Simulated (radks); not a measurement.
Results of a calculation; reference values are marked as such.
Cu II, 28 electrons, occupied as [Ar] 3d10. Level of theory: non-relativistic Kohn-Sham, r2SCAN, spin-polarised, spherical densities, point nucleus; meta-GGA in the generalised Kohn-Sham scheme (a radial shooting solver on a logarithmic mesh with Libxc functionals).

Local quantities along the radius. ELF = 1/(1 + alpha^2) is the electron localisation function; alpha = (tau - tau_W)/tau_unif compares the Pauli kinetic energy density with that of the uniform gas (summed over spins); 4 pi r^2 rho is in e/bohr.

r (bohr)	ELF	alpha	4 pi r^2 rho
0.003205	1.000	0.01703	1.782
0.004074	1.000	0.01822	2.738
0.005221	1.000	0.01993	4.208
0.00669	1.000	0.02237	6.346
0.008573	0.999	0.02594	9.345
0.0109	0.999	0.03116	13.20
0.01397	0.998	0.03970	18.17
0.0179	0.997	0.05419	23.81
0.02275	0.994	0.07946	29.17
0.02916	0.983	0.1308	33.41
0.03736	0.945	0.2421	35.01
0.0475	0.810	0.4843	33.50
0.06086	0.503	0.9933	30.04
0.07799	0.293	1.554	27.80
0.09995	0.349	1.365	29.95
0.1271	0.600	0.8168	35.69
0.1628	0.784	0.5248	39.91
0.2086	0.791	0.5145	36.39
0.2652	0.548	0.9077	26.61
0.3399	0.214	1.917	18.56
0.4356	0.332	1.417	18.70
0.5537	0.669	0.7037	22.25
0.7096	0.771	0.5454	21.30
0.9093	0.707	0.6432	14.98
1.165	0.503	0.9931	8.104
1.481	0.260	1.688	3.781
1.898	0.112	2.816	1.567
2.432	0.046	4.578	0.5868
3.092	0.015	8.224	0.1864
3.963	0.003	19.03	0.04088

On this mesh the ELF has minima near r = 0.088, 0.38 bohr, which separate the shells, and maxima near 0.18 (0.81), 0.71 (0.77).
